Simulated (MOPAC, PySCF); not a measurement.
H₄BNSi, SMILES `B[Si]N` (lower singlet), neutral singlet in the gas phase. This singlet lies 0.72 eV below the relaxed triplet at the level frozen-core CCSD(T)/cc-pVTZ // PBE0-D3(BJ)/def2-TZVP (Ansatz).

Cartesian coordinates (Å):
SMILES: B[Si]N
```xyz
7

B     -1.4592    -0.0790    -0.0758
Si     0.2655    -1.0588    -0.2273
N      1.4952     0.0812     0.0777
H     -2.0343     0.3166    -1.0537
H     -2.1130    -0.1290     0.9310
H      2.4656    -0.1889     0.0557
H      1.3804     1.0580     0.2924
```
Charge 0, spin multiplicity 1.

All levels are single points at this geometry (PBE0-D3(BJ)/def2-TZVP); Pople sets use spherical d functions. Orbital energies aren't observables, and empty levels follow the basis.

M06-2X/6-31G* in PySCF gives dipole (D) = 2.53.

Question: Estimate the dipole (D) from each of these levels: PBE-D3(BJ)/def2-TZVP in PySCF; PBE0-D3(BJ)/def2-TZVP in PySCF; B3LYP/3-21G in PySCF; B3LYP/LANL2DZ in PySCF; PBE/6-31G* in PySCF; HF/STO-3G in PySCF; AM1 in MOPAC; PM7 in MOPAC.

Answer: 
```tsv
level	dipole (D)
PBE-D3(BJ)/def2-TZVP in PySCF	2.52
PBE0-D3(BJ)/def2-TZVP in PySCF	2.41
B3LYP/3-21G in PySCF	2.98
B3LYP/LANL2DZ in PySCF	2.36
PBE/6-31G* in PySCF	2.77
HF/STO-3G in PySCF	1.32
AM1 in MOPAC	3.23
PM7 in MOPAC	2.83
```
